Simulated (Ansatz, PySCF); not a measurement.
Noncovalent pair: GeH4 (SMILES [GeH4]) (first 5 atoms) with Si2H6 (SMILES [SiH3][SiH3]); geometry from B3LYP-D3(BJ)/def2-TZVP, rigid monomers moved along the line of their centres of mass till Ge1···Si7 is 4.75 Å.
(charge 0, multiplicity 1):
```xyz
13

Ge     0.0123     0.1378     0.0447
H     -1.3182     0.7174    -0.4566
H      0.6899     1.1478     0.9822
H      0.9340    -0.1490    -1.1501
H     -0.2530    -1.1659     0.8113
Si     1.1602    -0.0694     4.7447
Si    -1.1799    -0.1723     4.6277
H      1.6181     1.3386     4.6627
H      1.7811    -0.8376     3.6402
H      1.6196    -0.6424     6.0341
H     -1.7699     0.4435     5.8416
H     -1.6312    -1.5824     4.5441
H     -1.6869     0.5574     3.4410
```

Interaction energies are E(AB) − E(A) − E(B) at the monomers' geometry in the complex; basis-set methods are counterpoise corrected. Rows marked so take none.

Rows in 6-31G* carry no dispersion term and start afresh at each structure (6-31G* with six Cartesian d functions); the Pople sets are all-electron and without relativity.

Run with Ansatz (Gaussian basis) for Hartree–Fock, density functionals and correlated methods; PySCF for 6-31G* rows, the dispersion terms. Values without a source in brackets are computed.

### Question
One of these levels gives -3.4 meV for the interaction energy. Which one is it?
A) B3LYP-D3(BJ)/def2-TZVPPD
B) r2SCAN-D4/def2-TZVPPD
C) HF/6-31G*
D) HF/6-31G* (no counterpoise)

### Answer
D, HF/6-31G* (no counterpoise). The others give 10.0 (HF/6-31G*), -42.5 (r2SCAN-D4/def2-TZVPPD), -58.3 (B3LYP-D3(BJ)/def2-TZVPPD)

Ansatz is a quantum-chemistry and plane-wave program.
